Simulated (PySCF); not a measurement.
# Shapes and spin states of AuH₃

Computed with PBE0/[Au def2-TZVP with ECP60, H def2-TZVP], scalar-relativistic core potentials, density fitting, no spin–orbit coupling, PySCF.

Relaxations began from a few typed shapes and spin states; open shells are unrestricted. The search is not exhaustive: other isomers or separated fragments can lie lower, and high-lying points may rest on an excited occupation.

(1) Which is the lowest minimum found?
A. singlet C2v: Au–H 1.506 Å, Au–H 1.634 Å (×2); H–Au–H 88.0° (×2), H–Au–H 175.9°
B. singlet C2v: Au–H 1.576 Å, Au–H 1.836 Å (×2), H–H 0.802 Å; Au–H–H 77.4° (×2), H–Au–H 25.2°, H–Au–H 167.4° (×2)
C. triplet D3h: Au–H 1.649 Å (×3); H–Au–H 120.0° (×3)
D. triplet C3v: Au–H 1.648 Å (×3); H–Au–H 118.1° (×3)

## Answers

(1) B. The others lie at 134.3 (singlet C2v, a saddle point), 275.5 (triplet C3v), 275.9 (triplet D3h, a saddle point) kJ/mol above it.

For the lowest minimum: stability towards spin polarisation was not tested. No spin–orbit coupling is included, which matters more the heavier the element.
